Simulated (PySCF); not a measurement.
# Fractional electron number in Rh+ (rhodium, charge +1)

The 4d beta orbital of [Kr] 4d8 is emptied in steps (occupation f), with all orbitals relaxed, ending at [Kr] 4d7. Computed with PySCF 2.14 in x2c-TZVPall, with scalar relativity by spin-free X2C-1e. The exact energy is a straight line in f; departures are measured from the line between the end points of the same method.

```csv
f,TPSS (eV)
1,0.000
0.8,-0.880
0.6,-1.330
0.4,-1.338
0.2,-0.898
0,0.000
```

```
method  E(f=0) − E(f=1) (eV)  −ε at f=1 (eV)  −ε at f=0.4 (eV)
  TPSS                18.499          13.041            19.571
```

Orbital energy along the path (eV):

| f | TPSS |
| --- | --- |
| 1 | -13.041 |
| 0.8 | -15.166 |
| 0.6 | -17.346 |
| 0.4 | -19.571 |
| 0.2 | -21.838 |
| 0 | -24.148 |

Reference removal energy between the ground levels: 18.08 eV (semi-empirical (NIST evaluation); NIST Atomic Spectra Database, ionization energies). The calculation has no spin-orbit coupling. The determinant left behind need not be the lowest term of the ion.
